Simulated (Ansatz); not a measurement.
Cl6OSi2, charge +1, doublet, at a GFN2-xTB geometry (a state made from the parent by changing its charge; the spin is typed, not shown lowest). Base run: HF/6-31G* (Ansatz, an electronic-structure program).

Ansatz was given this input:
Ansatz 0.2 input:
```yaml
crystal:
  periodic: [false, false, false]
  atoms:
    - {symbol: Cl, position_ang: [2.32079976, 0.13500470, -1.77481537]}
    - {symbol: Si, position_ang: [1.57674114, 0.40439766, 0.06688986]}
    - {symbol: Cl, position_ang: [2.42962633, -0.81594192, 1.40906425]}
    - {symbol: Cl, position_ang: [1.65696001, 2.32428365, 0.63757071]}
    - {symbol: O, position_ang: [0.00000000, 0.00000000, 0.00000000]}
    - {symbol: Si, position_ang: [-1.57674114, -0.40439766, -0.06688986]}
    - {symbol: Cl, position_ang: [-2.25203403, 0.19739104, -1.85571735]}
    - {symbol: Cl, position_ang: [-2.48361902, 0.55495521, 1.44151609]}
    - {symbol: Cl, position_ang: [-1.67173305, -2.39569269, 0.14238167]}
basis:
  gaussian:
    orbitals: 6-31G*
hamiltonian:
  xc: hf
total_charge: 1
magnetization: {spin_polarized: true, initial_magnetization: 1}
```

The base run was repeated with changes; each row names its change, and settings that it needs were set with it.

```csv
change,basis functions,E (Eh),core-seconds (rough)
base,167,-3409.57264,200
basis = 6-31G,113,-3409.19394,80
basis = pcseg-0,113,___,70
basis = pcseg-1,158,-3409.43760,100
basis = 6-31G**,167,-3409.57264,100
```

Q: Fill in the missing entries.

A: 
- basis = pcseg-0, E (Eh): -3405.13277

Totals compare only among sets that treat the same electrons; sets with core potentials leave the core out.
